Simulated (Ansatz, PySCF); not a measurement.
Process, species as SMILES: C=C[Si](C)(C)C=C [bis(ethenyl)-dimethylsilane] + 8 [H][H] (H2) -> 6 C (CH4) + [SiH4] (SiH4)
Geometries: B3LYP-D3(BJ)/def2-TZVP minima from Ansatz (an electronic-structure program), one conformer each, not searched for the lowest. Frequencies are from Ansatz or PySCF.

Quantity: energy of full hydrogenation (enthalpy at 298 K, with B3LYP-D3(BJ) rigid-rotor harmonic-oscillator terms), in kcal/mol. Cores are frozen in the correlated levels unless marked. Spin-orbit coupling is left out. No relativistic terms. Basis-set limits of correlation are two-point, X^-3; Hartree-Fock from the larger set. The bracket is a focal-point correction in the basis named.

```tsv
level	program	energy of full hydrogenation (kcal/mol)
RI-HF/aug-cc-pV(Q+d)Z	Ansatz	-134.3
PBE-D4/def2-TZVPD	Ansatz + dftd4	-104.3
r2SCAN-D3(BJ)/def2-TZVPD	Ansatz + dftd3	-107.3
B3LYP/def2-TZVPD	Ansatz	-117.4
PBE0/6-31G*	Ansatz	-132.9
B2PLYP-D4/def2-TZVPD	Ansatz + dftd4	-105.7
```

Question: What does RI-MP2/CBS(aug-cc-pV(T+d)Z,aug-cc-pV(Q+d)Z)+[CCSD(T)-MP2]/aug-cc-pV(T+d)Z (Ansatz) give?

Answer: -104.7 kcal/mol, so B2PLYP-D4/def2-TZVPD differs from it by -1.0 kcal/mol.
